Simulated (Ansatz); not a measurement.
Program: Ansatz. Geometries: PBE0-D4/def2-TZVP. ΔE: electronic, gas phase. CCSD(T)/CBS is the MP2 limit (def2-TZVPP, def2-QZVPP) plus CCSD(T) − MP2 in def2-TZVPP, frozen cores. This one scheme is used for every species. DFT in def2-TZVPP. B3LYP here is the variant with VWN-RPA as its local correlation; programs differ in this.

Reaction (ligand exchange at a B–Cl bond): `[SiH3]C1CB1Cl` + H–F → `FB1CC1[SiH3]` + HCl

| level | ΔE (eV) |
| --- | --- |
| B3LYP-D4 | -0.40 |
| PBE | -0.36 |
| CCSD/def2-TZVPP | -0.39 |
| HF/def2-QZVPP | -0.54 |

Question: What does CCSD(T)/CBS give? (Best estimate.)

Answer: Computed: -0.32 eV. The listed levels differ from it by -0.08, -0.04, -0.07, -0.22 eV.

Largest T1 diagnostic among the species: 0.012.

The D4 term adds +0.06 eV with B3LYP and +0.04 eV with PBE0; it sums over pairs of atoms, weighted by their polarisabilities, and B3LYP, whose exchange is more repulsive, gets the larger term. In def2-TZVPP, CCSD(T) changes the Hartree–Fock value by +0.17 eV (the triples alone add +0.03 eV) and MP2 by +0.25 eV.
